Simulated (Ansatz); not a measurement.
A nudged elastic band was laid between two geometries of F3HHfO + H2 (8 atoms, charge 0, multiplicity 1).

Method: RKS PBE0-D4/def2-SVP in Ansatz.

```yaml
movable_images: 5
climbing_image: yes
spring: 5.0 eV/Å²
optimiser: quadratic models (default)
start_path: through a guess of the saddle point
force_threshold: 0.05 eV/Å
iteration_limit: 60
end_points: relaxed
```

Image 0:

```xyz
8
Properties=species:S:1:pos:R:3
Hf -0.144 0.114 0.071
O -0.449 0.183 1.955
H -0.633 0.260 2.888
F 1.707 0.350 -0.361
F -1.079 1.574 -0.726
F -0.850 -1.484 -0.717
H 1.353 -2.290 0.902
H 1.154 -1.975 1.566
```

Image 6:

```xyz
8
Properties=species:S:1:pos:R:3
Hf 0.367 -0.215 -0.149
O -0.379 -0.457 2.049
H -1.059 -1.136 2.153
F 0.981 -0.289 -1.952
F 0.349 1.655 0.256
F -1.225 -1.308 -0.239
H 1.834 -1.036 0.632
H 0.192 -0.483 2.827
```

(1) What changes between the two ends?

(2) Give the energies along the band, and the barrier.

(3) What is the geometry of the highest image?

(4) What are the harmonic wavenumbers there?

Answers

(1) Bonds broken: H7–H8. Bonds formed: Hf1–H7, O2–H8. F3HHfO + H2 becomes F3H3HfO.

(2) It converged. The highest image is number 3 of 0 to 6, 117.2 kJ/mol above the first end and 47.4 kJ/mol above the last; the last end lies 69.8 kJ/mol above the first. A vibrational analysis at the climbing image gives one clearly imaginary mode, 1044i cm⁻¹: a first-order saddle point. The orbitals stay closed-shell, which can raise the energy where a bond breaks towards radicals; this wasn't checked here.

```json
{"image": "0", "path coordinate (Å)": "0.00", "energy (kJ/mol)": "0.0", "H7–H8 (Å)": "0.76", "Hf1–H7 (Å)": "2.95", "O2–H8 (Å)": "2.72"}
{"image": "1", "path coordinate (Å)": "1.90", "energy (kJ/mol)": "3.1", "H7–H8 (Å)": "0.76", "Hf1–H7 (Å)": "3.50", "O2–H8 (Å)": "3.40"}
{"image": "2", "path coordinate (Å)": "3.81", "energy (kJ/mol)": "5.6", "H7–H8 (Å)": "0.76", "Hf1–H7 (Å)": "3.42", "O2–H8 (Å)": "2.58"}
{"image": "3", "path coordinate (Å)": "5.70", "energy (kJ/mol)": "117.2", "H7–H8 (Å)": "1.06", "Hf1–H7 (Å)": "2.04", "O2–H8 (Å)": "1.20"}
{"image": "4", "path coordinate (Å)": "6.35", "energy (kJ/mol)": "84.1", "H7–H8 (Å)": "1.69", "Hf1–H7 (Å)": "1.90", "O2–H8 (Å)": "0.98"}
{"image": "5", "path coordinate (Å)": "7.00", "energy (kJ/mol)": "71.5", "H7–H8 (Å)": "2.26", "Hf1–H7 (Å)": "1.86", "O2–H8 (Å)": "0.97"}
{"image": "6", "path coordinate (Å)": "7.65", "energy (kJ/mol)": "69.8", "H7–H8 (Å)": "2.80", "Hf1–H7 (Å)": "1.85", "O2–H8 (Å)": "0.96"}
```

(3) 
```xyz
8
Properties=species:S:1:pos:R:3
Hf 0.144 -0.164 -0.011
O -0.433 -0.495 2.015
H -0.984 -1.146 2.466
F 1.414 -0.768 -1.302
F -0.114 1.699 -0.305
F -1.345 -1.214 -0.587
H 1.621 -0.542 1.345
H 0.757 -0.638 1.956
```

(4) 1044i, 65, 154, 161, 183, 187, 266, 361, 554, 577, 668, 676, 679, 1077, 1331, 1702, 1907, 3900 cm⁻¹.

Run time: 6.7 min on 2 threads of Arm Neoverse V1, on a shared host, peak memory 0.22 GiB.
